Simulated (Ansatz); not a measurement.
Sn₆S₁₂ (the lowest singlet isomer of a short search). Total charge 0; singlet. Geometry PBE-D4/def2-SVP, basis def2-TZVP, Ansatz.

```xyz
18

Sn   -2.081   -1.669   -2.652
Sn    0.695    0.000   -4.254
Sn   -1.997   -0.928    2.845
Sn    0.750    0.924    4.508
Sn    0.519    0.084    0.336
Sn   -1.972    2.623    1.609
S     0.659   -0.961    2.674
S     1.687    2.737    2.968
S    -0.343   -2.230   -0.628
S    -1.768    1.488    3.939
S    -1.514    1.003   -2.920
S     0.294    1.433   -1.896
S    -2.128    0.226    0.486
S     0.700    2.575    1.142
S     2.942   -0.405   -0.376
S    -0.319   -2.272   -4.322
S     2.476   -1.483   -2.084
S     1.398   -3.145   -1.377
```

| run | HOMO (eV) | LUMO (eV) |
| --- | --- | --- |
| A | -5.21 | -3.54 |
| B | -6.35 | -3.11 |
| C | -5.41 | -3.67 |
| D | -5.67 | -3.67 |

In the def2 sets Sn takes a core potential; there is no spin–orbit coupling. Single mean-field runs in def2-TZVP are fitted with def2-universal-jkfit. The structure comes from a short search, and lower isomers may exist.

**Question.** The runs used BLYP, PBE, PBE0, r2SCAN. Estimate which is which.

**Answer.** A BLYP (0 % exact exchange); B PBE0 (25 % exact exchange); C PBE (0 % exact exchange); D r2SCAN (0 % exact exchange). Exact exchange lowers occupied and raises empty levels; among semilocal functionals meta-GGAs tend to open the gap a little, and such runs are hard to tell apart. The gap grows from 1.67 eV (BLYP) to 3.24 eV (PBE0).
